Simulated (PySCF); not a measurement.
Method: PySCF with PBE0-D3(BJ)/def2-TZVP // PBE0-D3(BJ)/def2-SVP. Gas-phase values, no solvent. One relaxed conformer stands for a flexible species; it need not be the lowest. Excitations are Tamm–Dancoff values on a coarser integration grid. The basis has no diffuse functions, so Rydberg states are missing or too high.

Reference species (SMILES): `B[C@@]12CC[C@@H](C1)[C@@H](S)C2` (neutral, multiplicity 1).

```
Property               Value
-------------------  -------
S1–T1 gap (TDA)      0.06 eV
S1 excitation (TDA)  4.56 eV
```

Changed species: `B[C@]12CC[C@H](CC1)[C@@H]2S`.

Task: What does the change do to the S1–T1 gap (TDA) and S1 excitation (TDA)?

Result: the S1–T1 gap (TDA) rises by 0.04 eV, to 0.10 eV; the S1 excitation (TDA) drops by 0.19 eV, to 4.37 eV.
